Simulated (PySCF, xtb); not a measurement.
C3HBrCl2, SMILES C(Br)=C=C(Cl)Cl.

Harmonic wavenumbers (cm⁻¹) from xtb with GFN2-xTB at its own minimum, in rising order: 68, 73, 192, 232, 331, 403, 458, 527, 612, 712, 770, 1130, 1308, 2008, 3064.

Task: What does PBE-D3(BJ)/def2-SVP (PySCF) give at its own minimum? (An estimate is asked for; the answer gives what the named calculation found.)

Result: 72, 75, 210, 246, 337, 464, 491, 550, 646, 752, 837, 1120, 1292, 1996, 3117. Paired by order, the mean absolute difference is 26 cm⁻¹ and the zero-point energies are 17.0 and 17.4 kcal/mol.
